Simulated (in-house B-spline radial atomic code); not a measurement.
Radial electron density of the neodymium ion Nd³⁺, [Kr] 4d9 4f3 5s2 5p6 5f1. Computed with a radial B-spline atomic code at the basis-set limit: Dirac-Kohn-Sham LDA VWN5, spherical fractional occupations, Fermi nucleus of rms radius 4.9123 fm, inside a hard spherical wall at 2.07 bohr.

Columns: r (bohr), 4πr²n(r) (electrons per bohr), bar.

```
0.000844    2.402 #
 0.00102    3.308 #
 0.00122    4.457 ##
 0.00147     6.05 ###
 0.00178    8.224 ###
 0.00214    10.97 #####
 0.00257    14.48 ######
  0.0031    19.04 ########
 0.00373    24.62 ##########
 0.00449    31.37 #############
 0.00541    39.29 #################
 0.00652    48.14 ####################
 0.00785    57.39 ########################
 0.00945    66.32 ############################
  0.0114       74 ###############################
  0.0137     79.1 #################################
  0.0165    80.96 ##################################
  0.0199    79.38 ##################################
  0.0239    75.58 ################################
  0.0288    71.95 ##############################
  0.0347     71.8 ##############################
  0.0418    77.47 #################################
  0.0503     88.2 #####################################
  0.0606    99.44 ##########################################
   0.073    104.2 ############################################
  0.0879     98.6 ##########################################
   0.106     86.1 ####################################
   0.127    77.42 #################################
   0.153    79.69 ##################################
   0.185    88.84 ######################################
   0.223    89.18 ######################################
   0.268    72.63 ###############################
   0.323     48.8 #####################
   0.389    35.98 ###############
   0.468    37.73 ################
   0.564    40.79 #################
   0.679    34.69 ###############
   0.817    23.91 ##########
   0.984    17.33 #######
    1.19    15.66 #######
    1.43    12.72 #####
    1.72    5.284 ##
    2.05  0.02016
```

On this grid the curve has 4 maxima, near 0.0165, 0.073, 0.223, 0.564 bohr.

The 5f7/2 radial function P(r) = rR(r), positive near the nucleus, with its small component Q(r) (sign convention: Q ≈ (P' + κP/r)/2c):

| r (bohr) | P | Q |
| --- | --- | --- |
| 0.0347 | 0.002041 | -0.0001009 |
| 0.0503 | 0.007278 | -0.0003463 |
| 0.073 | 0.02406 | -0.001089 |
| 0.106 | 0.07162 | -0.003039 |
| 0.153 | 0.1832 | -0.007184 |
| 0.223 | 0.4027 | -0.01435 |
| 0.323 | 0.699 | -0.02263 |
| 0.468 | 0.8941 | -0.02705 |
| 0.679 | 0.6602 | -0.02205 |
| 0.984 | -0.1846 | -0.007984 |
| 1.43 | -1.071 | 0.008943 |
| 2.05 | -0.05963 | 0.01129 |
